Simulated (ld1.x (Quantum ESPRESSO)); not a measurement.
# Scattering properties, TM potential for F

| Property | Result |
| --- | --- |
| Element | fluorine |
| Generator | ld1.x (Quantum ESPRESSO) 7.5 |
| Type | norm-conserving Troullier–Martins (Kleinman–Bylander form) |
| Functional | BLYP |
| Relativity | scalar-relativistic |
| Frozen core | [He] |
| Valence charge | 7 |
| Reference configuration | 2s2 2p5 |
| Partial waves | 2p (bound): rc 1.05 bohr; 2s (bound): rc 0.60 bohr |
| Local potential | the s channel |
| Core correction | none |

The phase is arctan(r·u′/u) with u = r·R(r), unwrapped; energies in Ry, scanned from -4 to 5 Ry. A pole is an energy at which the radial function vanishes at the test radius. The pseudo phase is shifted by a multiple of π to meet the all-electron one at the reference energy, and phase errors are pseudo minus all-electron; the curves can meet again beyond the range given. Levels narrower than the energy grid can be missing from the lists of poles.

```json
{"channel": "s", "radius (bohr)": "1.14", "reference energy (Ry)": "-2.19", "poles, all-electron": "2.17", "poles, pseudo": "2.15", "unbroken range about the reference energy with phases within 0.05 rad": "the whole range", "phase error 1 Ry above the reference energy (rad)": "-0.000"}
{"channel": "p", "radius (bohr)": "1.14", "reference energy (Ry)": "-0.82", "poles, all-electron": "2.56", "poles, pseudo": "2.61", "unbroken range about the reference energy with phases within 0.05 rad": "the whole range", "phase error 1 Ry above the reference energy (rad)": "+0.001"}
```

Phases in the s channel:

```
E (Ry)  all-electron  pseudo
 -4.00         0.455   0.454
 -3.52         0.172   0.171
 -3.04        -0.186  -0.186
 -2.56        -0.547  -0.547
 -2.08        -0.836  -0.836
 -1.60        -1.043  -1.043
 -1.12        -1.187  -1.187
 -0.64        -1.290  -1.291
 -0.16        -1.367  -1.368
  0.32        -1.427  -1.427
  0.80        -1.474  -1.475
  1.28        -1.513  -1.514
  1.76        -1.546  -1.547
  2.24        -1.575  -1.576
  2.72        -1.600  -1.602
  3.20        -1.623  -1.625
  3.68        -1.644  -1.646
  4.16        -1.663  -1.666
  4.64        -1.682  -1.685
```
